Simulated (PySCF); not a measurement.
PySCF job for Ag2, SMILES [Ag][Ag], multiplicity 1, TDA-ωB97X/def2-TZVPD. Geometry optimised at PBE0-D3(BJ)/def2-TZVPD. The multiplicity is an assumed one; other spin states were not compared. The def2 effective core potentials stand for the cores of Ag; spin–orbit coupling is left out.

```python
import numpy as np
from pyscf import gto, scf, dft, tdscf

mol = gto.M(
    atom='''
    Ag    0.00000000    0.00000000   -1.28820814
    Ag    0.00000000    0.00000000    1.28820814
    ''',
    basis='def2-TZVPD',
    ecp={'Ag': 'def2-tzvp'},
    charge=0,
    spin=0,
    symmetry=True,
    symmetry_subgroup='D2h',
    max_memory=1600,
    verbose=4,
)
mf = dft.RKS(mol, xc='wb97x').density_fit(auxbasis='def2-universal-jkfit')
mf.grids.level = 3
mf.conv_tol = 1e-9
mf.max_cycle = 100
mf.kernel()
mf.grids = dft.Grids(mol).set(level=1).build(with_non0tab=True)  # coarser grid for the response kernel
td = tdscf.TDA(mf)
td.singlet = True
td.nstates = 10
td.conv_tol = 1e-4
td.positive_eig_threshold = 1e-6
td.kernel(x0=td.get_init_guess(mf, 15))
td.analyze()
tt = tdscf.TDA(mf)
tt.singlet = False
tt.nstates = 4
tt.conv_tol = 1e-4
tt.positive_eig_threshold = 1e-6
tt.kernel(x0=tt.get_init_guess(mf, 9))
tt.analyze(verbose=3)
```

Log of the run:

```
PySCF version 2.14.0

[INPUT] verbose = 4
[INPUT] num. atoms = 2
[INPUT] num. electrons = 38
[INPUT] charge = 0
[INPUT] spin (= nelec alpha-beta = 2S) = 0
[INPUT] symmetry True subgroup D2h
[INPUT] Mole.unit = angstrom
[INPUT] Symbol           X                Y                Z      unit          X                Y                Z       unit  Magmom
[INPUT]  1 Ag     0.000000000000   0.000000000000  -1.288208140000 AA    0.000000000000   0.000000000000  -2.434360576035 Bohr   0.0
[INPUT]  2 Ag     0.000000000000   0.000000000000   1.288208140000 AA    0.000000000000   0.000000000000   2.434360576035 Bohr   0.0

nuclear repulsion = 74.1467807920077
point group symmetry = Dooh, use subgroup D2h
symmetry origin: [0. 0. 0.]
symmetry axis x: [1. 0. 0.]
symmetry axis y: [0. 1. 0.]
symmetry axis z: [0. 0. 1.]
num. orbitals of irrep Ag = 18
num. orbitals of irrep B1g = 4
num. orbitals of irrep B2g = 9
num. orbitals of irrep B3g = 9
num. orbitals of irrep Au = 4
num. orbitals of irrep B1u = 18
num. orbitals of irrep B2u = 9
num. orbitals of irrep B3u = 9
number of shells = 28
number of NR pGTOs = 130
number of NR cGTOs = 80
basis = def2-TZVPD
ecp = {'Ag': 'def2-tzvp'}


[settings echo left out]
init E= -271.696648853963
HOMO (Ag) = -1.16053745832599  LUMO (B1u) = -0.893464319740306  gap/eV = 7.26743
cycle= 1 E= -291.797139194204  delta_E= -20.1  |g|= 3.98  |ddm|= 6.86
HOMO (Ag) = 0.142825370032651  LUMO (B1g) = 0.142827183709415  gap/eV = 0.00005

WARN: Ag HOMO 0.142825370032651 > system LUMO 0.142827183709415

cycle= 2 E= -269.967050249241  delta_E= 21.8  |g|= 8.79  |ddm|= 11.3
HOMO (Ag) = -0.609882982299493  LUMO (B1u) = -0.291399506054366  gap/eV = 8.66638
cycle= 3 E= -293.685839641773  delta_E= -23.7  |g|= 1.28  |ddm|= 10.7
HOMO (Ag) = -0.237054296160068  LUMO (B1u) = -0.00112765929279846  gap/eV = 6.41989
cycle= 4 E= -294.029676485987  delta_E= -0.344  |g|= 0.157  |ddm|= 1.38
HOMO (Ag) = -0.264928120538008  LUMO (B1u) = -0.0146602164207779  gap/eV = 6.81014
cycle= 5 E= -294.035190626819  delta_E= -0.00551  |g|= 0.0433  |ddm|= 0.328
HOMO (Ag) = -0.267730974218941  LUMO (B1u) = -0.020841035148166  gap/eV = 6.71822
cycle= 6 E= -294.035703117506  delta_E= -0.000512  |g|= 0.0225  |ddm|= 0.0835
HOMO (Ag) = -0.271077769884452  LUMO (B1u) = -0.0237313740338796  gap/eV = 6.73064
cycle= 7 E= -294.035819491183  delta_E= -0.000116  |g|= 0.0046  |ddm|= 0.0327
HOMO (Ag) = -0.27236294284754  LUMO (B1u) = -0.0252044258793425  gap/eV = 6.72553
cycle= 8 E= -294.035840938026  delta_E= -2.14e-05  |g|= 0.0012  |ddm|= 0.0198
HOMO (Ag) = -0.272153390172003  LUMO (B1u) = -0.0252142250020317  gap/eV = 6.71956
cycle= 9 E= -294.035842046761  delta_E= -1.11e-06  |g|= 0.000256  |ddm|= 0.00332
HOMO (Ag) = -0.272150930849677  LUMO (B1u) = -0.0252331121532454  gap/eV = 6.71898
cycle= 10 E= -294.035842120981  delta_E= -7.42e-08  |g|= 9.63e-05  |ddm|= 0.000897
HOMO (Ag) = -0.272164533296949  LUMO (B1u) = -0.0252414918263288  gap/eV = 6.71912
cycle= 11 E= -294.035842128763  delta_E= -7.78e-09  |g|= 1.24e-05  |ddm|= 0.000426
HOMO (Ag) = -0.272163892171066  LUMO (B1u) = -0.0252399420370986  gap/eV = 6.71914
cycle= 12 E= -294.035842129073  delta_E= -3.11e-10  |g|= 2.61e-06  |ddm|= 8.01e-05
HOMO (Ag) = -0.272163922894252  LUMO (B1u) = -0.0252399050132381  gap/eV = 6.71914
Extra cycle  E= -294.035842129081  delta_E= -7.45e-12  |g|= 1.17e-06  |ddm|= 7.84e-06
converged SCF energy = -294.035842129081
tot grids = 16416
Overwritten attributes  positive_eig_threshold  of <class 'pyscf.tdscf.rks.TDA'>


******** <class 'pyscf.tdscf.rks.TDA'> for <class 'pyscf.df.df_jk.DFSymAdaptedRKS'> ********
nstates = 10 singlet
deg_eia_thresh = 1.000e-03
wfnsym = None
conv_tol = 0.0001
eigh lindep = 1e-12
eigh level_shift = 0
eigh max_cycle = 100


Excitation energies (eV)
[3.17149803 4.4188165  4.43401677 4.43401678 4.77085093 4.77085094
 4.88871452 4.8887847  5.06365147 5.06370604]

** Singlet excitation energies and oscillator strengths **
Excited State   1:  B1u      3.17150 eV    390.93 nm  f=0.5562
       9 -> 20        0.10526
      19 -> 20       -0.68278
Excited State   2:   Ag      4.41882 eV    280.58 nm  f=0.0000
       9 -> 23        0.12095
      18 -> 20       -0.62653
      19 -> 23       -0.27437
Excited State   3:  B3u      4.43402 eV    279.62 nm  f=0.2954
      11 -> 23        0.10756
      16 -> 20       -0.34409
      19 -> 22       -0.59443
Excited State   4:  B2u      4.43402 eV    279.62 nm  f=0.2954
      10 -> 23        0.10756
      17 -> 20       -0.34409
      19 -> 21       -0.59443
Excited State   5:  B3u      4.77085 eV    259.88 nm  f=0.2598
      16 -> 20        0.58822
      19 -> 22       -0.34944
Excited State   6:  B2u      4.77085 eV    259.88 nm  f=0.2598
      17 -> 20        0.58822
      19 -> 21       -0.34944
Excited State   7:  B1g      4.88871 eV    253.61 nm  f=0.0000
      13 -> 23        0.18031
      15 -> 20       -0.67062
Excited State   8:   Ag      4.88878 eV    253.61 nm  f=0.0000
      12 -> 23        0.18030
      14 -> 20       -0.67062
Excited State   9:   Au      5.06365 eV    244.85 nm  f=0.0000
      13 -> 20       -0.66428
      15 -> 23        0.20076
Excited State  10:  B1u      5.06371 eV    244.85 nm  f=0.0000
      12 -> 20        0.66428
      14 -> 23       -0.20076

** Transition electric dipole moments (AU) **
state          X           Y           Z        Dip. S.      Osc.
  1         0.0000     -0.0000      2.6755      7.1584      0.5562
  2         0.0000      0.0000      0.0000      0.0000      0.0000
  3        -1.6491     -0.0000      0.0000      2.7197      0.2954
  4        -0.0000     -1.6491      0.0000      2.7197      0.2954
  5        -1.4908     -0.0000      0.0000      2.2226      0.2598
  6        -0.0000     -1.4908     -0.0000      2.2226      0.2598
  7        -0.0000     -0.0000     -0.0000      0.0000      0.0000
  8        -0.0000      0.0000      0.0000      0.0000      0.0000
  9        -0.0000     -0.0000     -0.0000      0.0000      0.0000
 10         0.0000     -0.0000      0.0000      0.0000      0.0000

WARN: ECP detected. Skipping calculation of transition velocity and magnetic dipole moments, which have not yet been implemented.



******** <class 'pyscf.tdscf.rks.TDA'> for <class 'pyscf.df.df_jk.DFSymAdaptedRKS'> ********
nstates = 4 triplet
deg_eia_thresh = 1.000e-03
wfnsym = None
conv_tol = 0.0001
eigh lindep = 1e-12
eigh level_shift = 0
eigh max_cycle = 100


Excitation energies (eV)
[1.86666688 3.8268192  3.8268192  4.14549662]

** Triplet excitation energies and oscillator strengths **
Excited State   1:  B1u      1.86667 eV    664.20 nm  f=0.0000
Excited State   2:  B3u      3.82682 eV    323.99 nm  f=0.0000
Excited State   3:  B2u      3.82682 eV    323.99 nm  f=0.0000
Excited State   4:   Ag      4.14550 eV    299.08 nm  f=0.0000
```

Self-consistency was reached.
